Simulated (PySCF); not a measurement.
# W: excitation energy

W [Xe] 4f14 5d4 6s2 (5D) → W [Xe] 4f14 5d3 6s2 7s1 (5F), as a difference of total energies. Calculation: PySCF 2.14, in aug-cc-pwCVDZ-PP with ECP60MDF (6s6p5d3f, 70 functions); scalar relativity through the core potential. Correlated levels: valence: 5s2 5p6 frozen. The calculations carry no spin-orbit coupling.

```tsv
method	excitation energy (eV)
UHF	6.028
MP2 (valence)	6.509
SCS-MP2 (valence)	6.182
CCSD (valence)	6.509
CCSD(T) (valence)	6.378
```

Task: How much does correlation contribute at CCSD(T) (valence)?

Result: 6.378 − (6.028) = 0.350 eV, measured against UHF.

The promoted electron is Rydberg-like, and one or two diffuse shells describe it only roughly, which tends to raise the upper state.

The coupled-cluster amplitudes are large for the upper state (T1 above 0.03 or a double amplitude above 0.15), so a single reference is strained.
